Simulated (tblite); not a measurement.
Compound: H9NSSi4.
SMILES with atom numbers: `[NH2:1][Si@@H:2]1[SiH2:3][Si@H:4]([SiH3:5])[S:6]1` (hydrogens: H7, H8 on N1; H9 on Si2; H10, H11 on Si3; H12 on Si4; H13, H14, H15 on Si5)

Computed with GFN2-xTB (tblite), gas phase: L-BFGS steps from a force-field or distance-geometry start until the largest atomic force falls under 0.01 eV/Å.

Step 31: E = -481.2870 eV
```
atom  x, y, z in Å  |  force x, y, z in eV/Å
N1      3.3091   -0.2309    0.3854   -0.044  -0.084  -0.104
Si2     1.9776   -0.2047   -0.7116   -0.065  -0.086   0.030
Si3     0.4189    1.5034   -0.5088    0.074  -0.017  -0.001
Si4    -1.1600   -0.2386   -0.6088   -0.042  -0.174  -0.070
Si5    -3.2781   -0.4660    0.3281    0.176  -0.013  -0.042
S6      0.4686   -1.6356   -0.0268   -0.010   0.041  -0.017
H7      4.1190    0.3250    0.1580   -0.065   0.015   0.016
H8      3.6110   -1.1387    0.7068   -0.025   0.011   0.081
H9      2.3096   -0.6576   -2.0714    0.031   0.013   0.035
H10     0.4716    2.6289   -1.4492   -0.041   0.023   0.027
H11     0.4228    2.0606    0.8488   -0.013   0.153  -0.014
H12    -1.3139   -0.6573   -2.0216    0.003   0.090  -0.004
H13    -3.7259   -1.7381    0.9072    0.072   0.105  -0.061
H14    -4.1634   -0.1266   -0.7952   -0.036  -0.049   0.086
H15    -3.4712    0.5842    1.3317   -0.012  -0.028   0.040
```

Step 32: E = -481.2920 eV
```
atom  x, y, z in Å  |  force x, y, z in eV/Å
N1      3.3058   -0.2306    0.3920   -0.049  -0.079  -0.161
Si2     1.9745   -0.2093   -0.7075   -0.035  -0.121  -0.004
Si3     0.4214    1.4995   -0.5062    0.034   0.015  -0.015
Si4    -1.1617   -0.2404   -0.6124    0.081  -0.154  -0.062
Si5    -3.2688   -0.4632    0.3282    0.071   0.006  -0.035
S6      0.4657   -1.6455   -0.0301   -0.024   0.092  -0.034
H7      4.1130    0.3290    0.1556   -0.108  -0.074   0.061
H8      3.6034   -1.1415    0.7128    0.009   0.081   0.063
H9      2.3016   -0.6553   -2.0746    0.032   0.025   0.095
H10     0.4661    2.6229   -1.4512   -0.034   0.006   0.033
H11     0.4232    2.0692    0.8457   -0.013   0.142  -0.006
H12    -1.3097   -0.6497   -2.0268   -0.006   0.075  -0.021
H13    -3.7058   -1.7384    0.9047    0.054   0.084  -0.050
H14    -4.1611   -0.1229   -0.7916   -0.019  -0.060   0.102
H15    -3.4719    0.5842    1.3338    0.006  -0.037   0.033
```

Step 33: E = -481.2976 eV
```
atom  x, y, z in Å  |  force x, y, z in eV/Å
N1      3.3004   -0.2331    0.3974   -0.055  -0.080  -0.183
Si2     1.9719   -0.2149   -0.7062    0.004  -0.118  -0.034
Si3     0.4261    1.4973   -0.5071   -0.018   0.045  -0.007
Si4    -1.1630   -0.2430   -0.6162    0.199  -0.087  -0.045
Si5    -3.2586   -0.4618    0.3298   -0.039   0.036  -0.013
S6      0.4638   -1.6538   -0.0393   -0.042   0.099  -0.036
H7      4.1063    0.3301    0.1599   -0.134  -0.140   0.090
H8      3.5918   -1.1451    0.7236    0.037   0.136   0.044
H9      2.3001   -0.6511   -2.0783    0.033   0.026   0.128
H10     0.4615    2.6191   -1.4563   -0.027  -0.017   0.036
H11     0.4271    2.0837    0.8387   -0.013   0.118  -0.016
H12    -1.3103   -0.6384   -2.0318   -0.013   0.052  -0.055
H13    -3.6857   -1.7394    0.9029    0.038   0.046  -0.032
H14    -4.1606   -0.1225   -0.7838   -0.004  -0.067   0.106
H15    -3.4752    0.5809    1.3392    0.032  -0.049   0.017
```

**Question.** Estimate the geometry and energy of step 34. (The exact step hangs on the optimiser's Hessian estimate; all steps are aligned on step 33, rigid shifts and turns removed.)

**Answer.** E = -481.3065 eV, largest force 0.299 eV/Å
```
atom  x, y, z in Å  |  force x, y, z in eV/Å
N1      3.2872   -0.2406    0.4062   -0.058  -0.084  -0.171
Si2     1.9709   -0.2224   -0.7103    0.044  -0.065  -0.068
Si3     0.4356    1.4978   -0.5157   -0.080   0.077   0.023
Si4    -1.1628   -0.2438   -0.6211    0.297   0.027  -0.024
Si5    -3.2448   -0.4625    0.3370   -0.144   0.070   0.022
S6      0.4622   -1.6636   -0.0660   -0.066   0.070  -0.021
H7      4.0958    0.3249    0.1808   -0.151  -0.193   0.103
H8      3.5648   -1.1518    0.7479    0.068   0.178   0.024
H9      2.3102   -0.6397   -2.0856    0.037   0.011   0.135
H10     0.4574    2.6147   -1.4736   -0.016  -0.049   0.040
H11     0.4416    2.1125    0.8202   -0.015   0.074  -0.048
H12    -1.3217   -0.6143   -2.0390   -0.015   0.021  -0.098
H13    -3.6538   -1.7457    0.9034    0.018  -0.007  -0.007
H14    -4.1614   -0.1271   -0.7658    0.006  -0.069   0.091
H15    -3.4854    0.5696    1.3539    0.074  -0.062  -0.002
```

The energy changes by -0.0088 eV. The first-order estimate −F·Δx gives -0.0117 eV and the mean of the old and new forces, exact on a quadratic surface, -0.0089 eV. The step makes an angle of 75° with the force vector and moves no atom by more than 0.037 Å.

The cost below is that of the whole relaxation. Hardware: Arm Neoverse N1, one thread, on a shared host. Cost: 2.0 s.
